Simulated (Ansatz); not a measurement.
A nudged elastic band was laid between two geometries of ClH3OSi2 (7 atoms, charge 0, multiplicity 1).

Theory: Ansatz 0.2.0, UKS PBE-D4/6-31G.

* movable images: 7
* climbing image: yes
* spring: 5.0 eV/Å²
* optimiser: quadratic models (default)
* start path: through a guess of the saddle point
* force threshold: 0.05 eV/Å
* iteration limit: 35
* end points: relaxed

First end point:

```xyz
7
Properties=species:S:1:pos:R:3
O -1.173 1.619 -0.099
Si -0.334 0.418 0.846
Si 1.271 -0.925 -0.171
Cl 0.428 -1.403 -2.204
H -1.467 1.379 -1.010
H 0.019 1.199 2.101
H 1.257 -2.287 0.538
```

Last end point:

```xyz
7
Properties=species:S:1:pos:R:3
O 0.235 2.661 0.015
Si -0.050 1.211 0.705
Si -0.016 -0.913 -0.385
Cl 0.742 -0.698 -2.430
H -1.412 -1.490 -0.458
H -0.391 1.094 2.192
H 0.892 -1.866 0.362
```

(1) Which bonds break or form, and what moves?

(2) What energy profile does the band end with?

(3) What is the geometry of the highest image?

## Answers

(1) Bonds broken: O1–H5. Bonds formed: Si3–H5.

(2) The run converged. The highest image is number 3 of 0 to 8, 62.2 kcal/mol above the first end and 54.8 kcal/mol above the last; the last end lies 7.3 kcal/mol above the first. Neighbouring images differ by up to 1.9 eV, so the band resolves the path poorly. A vibrational analysis at the climbing image gives one clearly imaginary mode, 1294i cm⁻¹: a first-order saddle point. Limits of this set-up: no polarisation functions.

| image | path coordinate (Å) | energy (kcal/mol) | O1–H5 (Å) | Si3–H5 (Å) |
| --- | --- | --- | --- | --- |
| 0 | 0.00 | 0.0 | 0.99 | 3.68 |
| 1 | 0.62 | 2.1 | 0.99 | 3.86 |
| 2 | 1.23 | 18.4 | 1.03 | 3.64 |
| 3 | 1.85 | 62.2 | 1.63 | 3.34 |
| 4 | 2.65 | 43.4 | 2.52 | 2.96 |
| 5 | 3.46 | 37.1 | 2.83 | 2.16 |
| 6 | 4.26 | 22.5 | 3.29 | 1.58 |
| 7 | 5.07 | 9.4 | 3.98 | 1.51 |
| 8 | 5.87 | 7.3 | 4.49 | 1.51 |

(3) 
```xyz
7
Properties=species:S:1:pos:R:3
O -0.920 2.109 -0.369
Si -0.297 0.754 0.552
Si 1.137 -0.922 -0.240
Cl 0.915 -1.412 -2.373
H -1.757 0.738 -0.100
H -0.002 0.975 2.032
H 0.924 -2.243 0.498
```

The run took 6.2 min on 1 thread of Arm Neoverse V2, on a shared host, peak memory 0.12 GiB.
